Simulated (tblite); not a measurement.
C3H8BGeN.
Numbering: `[BH2:1][N:2]([CH3:3])[GeH2:4][C:5]#[CH:6]` (hydrogens: H7, H8 on B1; H9, H10, H11 on C3; H12, H13 on Ge4; H14 on C6)

Computed with GFN2-xTB (tblite), gas phase: L-BFGS steps from a force-field or distance-geometry start until the largest atomic force falls under 0.01 eV/Å.

Step 70: E = -449.7913 eV
```
atom  x, y, z in Å  |  force x, y, z in eV/Å
B1     -1.7441    1.2848    0.5396   -0.013  -0.014  -0.008
N2     -0.7990    0.3910    0.0556    0.021   0.032   0.011
C3     -1.0832   -1.0233   -0.1219   -0.019   0.006  -0.027
Ge4     0.8653    0.9039   -0.5588    0.082   0.041  -0.001
C5      2.0958   -0.4443   -0.0102    0.018   0.004   0.049
C6      2.8255   -1.3240    0.3670   -0.012   0.006   0.004
H7     -2.8074    0.8951    0.8444   -0.010   0.018   0.031
H8     -1.4485    2.4180    0.6229   -0.016  -0.025   0.019
H9     -1.9468   -1.3138    0.4717   -0.013  -0.014   0.010
H10    -0.2188   -1.6240    0.1763   -0.035  -0.012   0.041
H11    -1.2937   -1.2412   -1.1721   -0.023  -0.035  -0.057
H12     1.2044    2.2410    0.0230    0.014  -0.023  -0.019
H13     0.8795    0.9272   -2.0675   -0.006  -0.002  -0.035
H14     3.4703   -2.0910    0.6935    0.012   0.018  -0.017
```

Step 71: E = -449.7923 eV
```
atom  x, y, z in Å  |  force x, y, z in eV/Å
B1     -1.7439    1.2829    0.5475    0.000  -0.003  -0.018
N2     -0.7977    0.3934    0.0571    0.017   0.041  -0.003
C3     -1.0796   -1.0203   -0.1265   -0.022   0.002  -0.019
Ge4     0.8666    0.9068   -0.5605    0.064   0.021   0.028
C5      2.0961   -0.4400   -0.0030    0.028  -0.001   0.047
C6      2.8221   -1.3257    0.3678   -0.025   0.026   0.004
H7     -2.8060    0.8937    0.8552   -0.016  -0.003   0.030
H8     -1.4531    2.4170    0.6316   -0.001  -0.018   0.022
H9     -1.9480   -1.3125    0.4582   -0.035  -0.016   0.023
H10    -0.2190   -1.6211    0.1806   -0.018  -0.022   0.036
H11    -1.2808   -1.2387   -1.1786   -0.013  -0.021  -0.058
H12     1.2007    2.2512    0.0090    0.016  -0.036  -0.025
H13     0.8783    0.9086   -2.0683   -0.004   0.009  -0.051
H14     3.4637   -2.0959    0.6932    0.011   0.021  -0.018
```

**Question.** Estimate the geometry and energy of step 72. (The exact step hangs on the optimiser's Hessian estimate; all steps are aligned on step 71, rigid shifts and turns removed.)

**Answer.** E = -449.7931 eV, largest force 0.056 eV/Å
```
atom  x, y, z in Å  |  force x, y, z in eV/Å
B1     -1.7448    1.2812    0.5528    0.012   0.002  -0.021
N2     -0.7968    0.3960    0.0568   -0.001   0.035  -0.013
C3     -1.0788   -1.0176   -0.1305   -0.015  -0.003  -0.008
Ge4     0.8697    0.9090   -0.5616    0.022  -0.010   0.041
C5      2.0974   -0.4367    0.0043    0.017   0.017   0.035
C6      2.8215   -1.3270    0.3676   -0.017   0.023   0.015
H7     -2.8063    0.8923    0.8644   -0.001  -0.019   0.019
H8     -1.4585    2.4158    0.6400    0.013  -0.007   0.021
H9     -1.9505   -1.3097    0.4490   -0.050  -0.010   0.022
H10    -0.2224   -1.6199    0.1850   -0.004  -0.020   0.024
H11    -1.2733   -1.2377   -1.1839   -0.003  -0.006  -0.042
H12     1.1977    2.2587   -0.0025    0.022  -0.035  -0.022
H13     0.8825    0.8938   -2.0692   -0.005   0.017  -0.052
H14     3.4620   -2.0986    0.6912    0.012   0.017  -0.018
```

The energy changes by -0.0009 eV. The first-order estimate −F·Δx gives -0.0012 eV and the mean of the old and new forces, exact on a quadratic surface, -0.0008 eV. The step makes an angle of 77° with the force vector and moves no atom by more than 0.015 Å.

What follows is the cost of the whole relaxation. Time: 0.89 s of wall time. Hardware: one thread, Intel Xeon Platinum 8259CL at 2.50 GHz (x86_64), shared host with 96 logical CPUs at a one-minute load of 42.
